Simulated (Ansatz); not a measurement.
`N[Si](F)([SiH3])Cl` + NH₃ → `N[Si](N)(F)[SiH3]` + HCl at 600 K and 1 bar (ligand exchange at the Si–Cl bond).

Program: Ansatz. Geometries: PBE0-D4/def2-TZVP. ΔE: electronic, gas phase. CCSD(T)/CBS is the MP2 limit (def2-TZVPP, def2-QZVPP) plus CCSD(T) − MP2 in def2-TZVPP, frozen cores. This one scheme is used for every species. Each species was taken in one conformer, which may not be the lowest.

```
             species  CCSD(T)/CBS energy (Eh)  H − E (kJ/mol)  S (J/(mol·K))
`N[Si](F)([SiH3])Cl`              -1195.59251           217.8          484.3
                 NH₃                -56.50880           112.4          219.5
 `N[Si](N)(F)[SiH3]`               -791.70636           289.5          491.4
                 HCl               -460.38127            35.4          207.2
```

H − E and S are ideal-gas, rigid-rotor, harmonic terms from PBE0-D4/def2-TZVP, for one conformer and one mirror image of each species. 1 Eh = 2625.50 kJ/mol, R = 8.31446 J/(mol·K).

Task: By hand: ΔE, ΔH, ΔS and ΔG.

Result: ΔE = (-791.70636) + (-460.38127) − (-1195.59251) − (-56.50880) = 0.01368 Eh = 35.9 kJ/mol. Δ(H − E) = 289.5 + 35.4 − 217.8 − 112.4 = -5.3, so ΔH = 30.6 kJ/mol. ΔS = 491.4 + 207.2 − 484.3 − 219.5 = -5.2 J/(mol·K). ΔG = 30.6 − 600 × (-5.2)/1000 = 33.7 kJ/mol.

Task: By hand: the equilibrium constant, and the temperature at which ΔG would vanish if ΔH and ΔS stayed fixed.

Result: log₁₀ K = −ΔG/(RT ln 10) = -2.9. ΔH and −TΔS have one sign here, so there is no such temperature. One of them is within its doubt of zero, so this could turn.

The number of gas molecules stays the same, so ΔS is small and ΔH decides. A doubt of 5 kJ/mol in ΔE shifts log₁₀ K by 0.4 here. Other conformers and mirror images would add mixing entropy, several J/(mol·K) or more a flexible species. These are equilibria of isolated gas molecules and say nothing of rates. Largest T1 diagnostic: 0.012 (customary marks: 0.02 for closed shells, 0.045 for open ones).
